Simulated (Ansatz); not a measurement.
The same ligand exchange along the group Si, Ge, Sn.

Calculated with Ansatz (gas phase, PBE0-D4/def2-TZVP geometries, no zero-point term in ΔE). CBS: MP2 limit from def2 TZ/QZ plus the TZ coupled-cluster correction, frozen cores. Small cases extrapolate CCSD(T) itself. Functionals use def2-TZVPP. def2 core potentials past Kr. For Ge, Sn outer-core shells are correlated without core-valence functions, which leaves a few kJ/mol of doubt a bond. Scalar relativity is left out up to krypton. One conformer a species, not always the lowest.

| reaction | MP2/CBS(def2) (kcal/mol) | ωB97X-V (kcal/mol) |
| --- | --- | --- |
| `S[Si]S` + HCl → `S[Si]Cl` + H₂S | -7.0 | -7.7 |
| `[SH][Ge][SH]` + HCl → `[SH][Ge][Cl]` + H₂S | -4.3 | -6.0 |
| `[SH][Sn][SH]` + HCl → `[SH][Sn][Cl]` + H₂S | -7.3 | -8.8 |

Problem. Give the CCSD(T)/CBS values in the same order. (Best estimate.)

Solution. Ansatz gave: -7.2, -4.6, -7.5 kcal/mol.

Largest T1 diagnostic: 0.016, for `[SH][Sn][SH]`.

Extrapolated directly: `S[Si]S` + HCl → `S[Si]Cl` + H₂S.
